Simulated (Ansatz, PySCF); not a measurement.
Process, species as SMILES: COC(C)=O → [CH3] (CH3) + CO[C]=O (the C-C bond at the site shown breaks; other sites are not compared here)
Structures are relaxed separately at B3LYP-D3(BJ)/def2-TZVP in Ansatz (an electronic-structure program), one conformer each, not searched for the lowest.

Wanted: bond dissociation energy (enthalpy at 298 K, with B3LYP-D3(BJ) rigid-rotor harmonic-oscillator terms from PySCF), in kJ/mol. Valence correlation only, unless marked. UHF or UKS for open shells. No spin-orbit coupling. No relativistic terms. Basis-set limits of correlation are two-point, X^-3; Hartree-Fock from the larger set. The bracket is a focal-point correction in the basis named.

```
level                          program  bond dissociation energy (kJ/mol)
----------------------  --------------  ---------------------------------
HF/STO-3G                       Ansatz                              349.0
HF/6-31G*                       Ansatz                              297.2
PBE/def2-TZVPD                  Ansatz                              379.6
BLYP-D3(BJ)/def2-TZVPD  Ansatz + dftd3                              362.2
```

**Question.** Estimate the value at RI-MP2/CBS(cc-pVTZ,cc-pVQZ)+[CCSD(T)-MP2]/cc-pVTZ as computed with Ansatz.

**Answer.** 398.5 kJ/mol
